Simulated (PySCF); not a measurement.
C4H7FSi, SMILES F[C@@H]1CC=C1[SiH3].

Geometry: TPSSh-D3(BJ)/def2-SVP. The structure was generated by enumeration; whether it is a known compound was not checked.

All values below come from PySCF with TDDFT-PBE/def2-SVPD.

Vertical excitations. The molecule is in vacuum.

Problem. Give excitation energies, oscillator strengths and character. (The exact figures need the calculation; the answer reports its results.)

Solution. 
| state | energy (eV) | λ (nm) | f | main pairs |
|---|---|---|---|---|
| S1 | 5.63 | 220 | 0.014 | HOMO−1→LUMO 74 %, HOMO→LUMO 22 % |
| S2 | 5.90 | 210 | 0.015 | HOMO−2→LUMO 75 %, HOMO−1→LUMO 13 %, HOMO→LUMO 11 % |
| S3 | 6.26 | 198 | 0.204 | HOMO→LUMO 52 %, HOMO−2→LUMO 21 %, HOMO−1→LUMO 11 % |
| S4 | 6.57 | 189 | 0.020 | HOMO→LUMO+1 88 % |
| S5 | 6.62 | 187 | 0.009 | HOMO−3→LUMO 87 % |
| S6 | 6.86 | 181 | 0.021 | HOMO→LUMO+2 94 % |
| S7 | 7.04 | 176 | 0.001 | HOMO→LUMO+3 49 %, HOMO−4→LUMO 29 %, HOMO−5→LUMO 17 % |
| S8 | 7.10 | 175 | 0.017 | HOMO→LUMO+3 43 %, HOMO−4→LUMO 41 % |
| S9 | 7.15 | 173 | 0.043 | HOMO→LUMO+4 94 % |
| S10 | 7.24 | 171 | 0.004 | HOMO−5→LUMO 77 % |
| T1 | 4.04 | 307 | 0 | HOMO→LUMO 96 % |
| T2 | 5.35 | 232 | 0 | HOMO−1→LUMO 98 % |
| T3 | 5.75 | 215 | 0 | HOMO−2→LUMO 99 % |
| T4 | 6.34 | 195 | 0 | HOMO−3→LUMO 94 % |
Triplets are in the Tamm–Dancoff approximation, which puts them higher than full response would, so one can lie above its singlet here.
